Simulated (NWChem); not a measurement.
System: CH₆N₂Si₂; SMILES N[Si@H]1C=N[SiH2]1

```xyz
11

N      0.4359    -2.2481     0.5856
Si     0.0720    -0.8449    -0.3372
C     -1.4649     0.2969    -0.0667
N     -1.0584     1.5162    -0.0007
Si     0.7411     1.3713     0.0813
H      0.5381    -2.2461     1.5923
H      0.4017    -3.1819     0.1970
H      0.1156    -1.2899    -1.7670
H     -2.5527     0.0805    -0.0353
H      1.2186     1.7258     1.4541
H      1.4701     2.2458    -0.8902
```
Atoms are numbered in this order, from 1.

Level: PBE0/def2-SVP (NWChem), optimised geometry, unscaled harmonic frequencies. 

```
frequency (cm⁻¹)  IR intensity (km/mol)
----------------  ---------------------
111                                18.9
137                                31.6
217                                92.0
293                                 2.2
328                                51.9
401                                12.5
439                                 9.9
507                                13.7
626                                 7.3
660                                16.5
696                                48.2
708                                 3.0
735                                63.9
796                               132.0
878                                30.9
902                                99.2
925                               172.0
956                                88.8
1289                               15.3
1533                               52.1
1625                               35.6
2206                              107.3
2216                              101.7
2223                              149.8
3033                               67.5
3632                               55.2
3738                               49.9
```

The zero-point energy is 45.5 kcal/mol. The thermal correction to the enthalpy at 298.15 K (with zero-point energy) comes out as 50.6 kcal/mol, the heat capacity Cv is 26.2 cal/(mol K) and the entropy at 298.15 K and 1 atm (symmetry number 1) is 82.3 cal/(mol K). The dipole moment is 3.42 D.

Rigid rotor and harmonic oscillator.
